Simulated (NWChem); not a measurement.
AuH3O; SMILES [OH2]->[AuH]

Computed with NWChem. All runs use the structure optimised with PBE-D3(BJ)/def2-SVP. def2 effective core potentials on Au; no spin-orbit coupling. Level: PBE0/def2-SVPD; rows give the wavelength of the field.

| field | isotropic polarisability (bohr³) | anisotropy (bohr³) |
|---|---|---|
| static | 45.4 | 12.2 |
| 1065 nm | 46.3 | 12.5 |
| 589 nm | 48.6 | 13.4 |
